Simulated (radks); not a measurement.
Species: Ru3+. Configuration: [Kr] 4d5 (the NIST ground configuration). Calculated with a radial shooting solver on a logarithmic mesh with Libxc functionals: scalar-relativistic Kohn-Sham, LDA (Slater exchange, Perdew-Wang correlation), spin-polarised, spherical densities, finite nucleus; open shells are filled with parallel spins first (spin-orbit coupling, left out, can overturn this in heavy ions); Fermi nuclear charge, rms radius 4.4809 fm.

Unscreened Slater integrals over Kohn-Sham orbitals (eV). They are taken over the spin-up orbitals.

| integral | value |
|---|---|
| F0(4d,4d) | 17.176 |
| F2(4d,4d) | 8.6721 |
| F4(4d,4d) | 5.6943 |
| F0(4d,4p) | 19.167 |
| F2(4d,4p) | 9.4877 |
| G1(4d,4p) | 11.900 |
| G3(4d,4p) | 7.2819 |
| F0(4d,4s) | 19.786 |
| G2(4d,4s) | 8.6804 |
| F0(4d,3d) | 23.161 |
| F2(4d,3d) | 4.3792 |
| F4(4d,3d) | 1.9110 |
| G0(4d,3d) | 1.4074 |
| G2(4d,3d) | 1.6010 |
| G4(4d,3d) | 1.2097 |
| F0(4p,4p) | 22.073 |
| F2(4p,4p) | 11.596 |
| F0(4p,4s) | 23.049 |
| G1(4p,4s) | 15.639 |
| F0(4p,3d) | 28.604 |
| F2(4p,3d) | 6.7133 |
| G1(4p,3d) | 2.1526 |
| G3(4p,3d) | 2.0878 |
| F0(4s,4s) | 24.187 |
| F0(4s,3d) | 30.843 |
| G2(4s,3d) | 2.5374 |
| F0(3d,3d) | 64.431 |
| F2(3d,3d) | 31.857 |
| F4(3d,3d) | 20.267 |

Derived for the open shells (J is the average intra-shell exchange parameter used in DFT+U). 4d: Racah B = F2/49 - 5 F4/441 = 0.1124 eV, C = 35 F4/441 = 0.4519 eV, C/B = 4.02, F4/F2 = 0.657, J = (F2 + F4)/14 = 1.026 eV.
